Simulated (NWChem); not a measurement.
Species: SiHSBr, singlet; SMILES [Si](S)Br

```xyz
4

Si     1.0623    -0.6326    -0.0076
Br    -0.1815     1.2563     0.0079
S     -0.5673    -2.0290    -0.0116
H      0.2502    -3.1091    -0.0207
```
Atoms are numbered in this order, from 1.

Results from NWChem. Pople sets run with spherical d functions. Low-valent species are run as closed-shell singlets; no triplet was tried in these runs. Coordinates come from a PBE0/def2-SVP optimisation. Vzz is the largest principal value of the second derivative of the potential at the nucleus (NWChem prints the opposite sign); η is the asymmetry. Non-relativistic.

```
level                  Vzz Br2 (a.u.)  η Br2  Vzz S3 (a.u.)  η S3
---------------------  --------------  -----  -------------  ----
Hartree-Fock/6-31G*               [?]   0.48            [?]  0.54
Hartree-Fock/def2-SVP           3.322   0.48          1.673  0.53
PBE0/def2-SVP                   3.327   0.56          1.516  0.44
PBE0/6-31G*                     3.170   0.55          1.496  0.48
```

Problem. Fill in the missing entries.

Solution. 
- Hartree-Fock/6-31G*, Vzz Br2 (a.u.): 3.081
- Hartree-Fock/6-31G*, Vzz S3 (a.u.): 1.639
